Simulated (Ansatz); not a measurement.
Geometry optimisation, RKS B3LYP/def2-SVP in Ansatz 0.2.0.

input.yaml

```yaml
crystal:
  periodic: [false, false, false]
  atoms:
    - { symbol: In, position_ang: [-0.005395, -0.564422, -0.570508] }
    - { symbol: Cl, position_ang: [0.100082, -0.113316, 3.030316] }
    - { symbol: Cl, position_ang: [2.057655, 0.306577, -1.194454] }
    - { symbol: Cl, position_ang: [-2.057272, 0.234648, -1.332303] }
    - { symbol: F, position_ang: [-0.024396, -2.153942, 0.525734] }
    - { symbol: H, position_ang: [0.088827, -1.326645, 2.469915] }
basis:
  gaussian: { orbitals: def2-SVP }
hamiltonian:
  xc: b3lyp
relax:
  f_tol: 0.03
  max_steps: 50
output:
  orbitals: {}
```

Command:

```bash
$ ansatz run input.yaml --threads 2 --pin off --max-ram 3072MiB --backend cpu --events-out ev --progress --plain --runs-dir out
```

Where does it end, and by what steps?

It converged. After 16 steps the energy has fallen by 0.859 eV; H6 moved furthest, 0.88 Å. Parted: Cl2–H6 (1.34 → 2.22 Å). Joined: In1–Cl2 (3.63 → 2.40 Å), F5–H6 (2.12 → 0.95 Å).

```json
{"step": "0", "energy less start (eV)": "0.0000", "largest force component (eV/Å)": "0.943", "accepted": "yes"}
{"step": "1", "energy less start (eV)": "-0.1121", "largest force component (eV/Å)": "0.477", "accepted": "yes"}
{"step": "2", "energy less start (eV)": "-0.2205", "largest force component (eV/Å)": "0.273", "accepted": "yes"}
{"step": "3", "energy less start (eV)": "-0.2468", "largest force component (eV/Å)": "0.679", "accepted": "yes"}
{"step": "4", "energy less start (eV)": "-0.2755", "largest force component (eV/Å)": "0.529", "accepted": "yes"}
{"step": "5", "energy less start (eV)": "-0.2803", "largest force component (eV/Å)": "0.213", "accepted": "yes"}
{"step": "6", "energy less start (eV)": "-0.2919", "largest force component (eV/Å)": "0.101", "accepted": "yes"}
{"step": "7", "energy less start (eV)": "-0.3037", "largest force component (eV/Å)": "0.189", "accepted": "yes"}
{"step": "8", "energy less start (eV)": "-0.3750", "largest force component (eV/Å)": "1.565", "accepted": "yes"}
{"step": "9", "energy less start (eV)": "-0.0517", "largest force component (eV/Å)": "6.199", "accepted": "no"}
{"step": "10", "energy less start (eV)": "-0.5403", "largest force component (eV/Å)": "1.260", "accepted": "yes"}
{"step": "11", "energy less start (eV)": "-0.7106", "largest force component (eV/Å)": "0.935", "accepted": "yes"}
{"step": "12", "energy less start (eV)": "-0.7949", "largest force component (eV/Å)": "1.577", "accepted": "yes"}
{"step": "13", "energy less start (eV)": "-0.8476", "largest force component (eV/Å)": "0.675", "accepted": "yes"}
{"step": "14", "energy less start (eV)": "-0.8553", "largest force component (eV/Å)": "0.141", "accepted": "yes"}
{"step": "15", "energy less start (eV)": "-0.8586", "largest force component (eV/Å)": "0.065", "accepted": "yes"}
{"step": "16", "energy less start (eV)": "-0.8590", "largest force component (eV/Å)": "0.015", "accepted": "yes"}
```

```xyz
6
Properties=species:S:1:pos:R:3
In 0.020 -0.014 0.020
Cl 0.008 0.250 2.407
Cl 2.078 0.159 -1.080
Cl -2.033 0.100 -1.096
F 0.047 -2.233 0.897
H 0.039 -1.879 1.781
```

Whether the end is a true minimum wasn't checked by a vibrational analysis.

Run time: 55 s on 2 threads of Arm Neoverse V1 (shared host), peak memory 0.24 GiB.
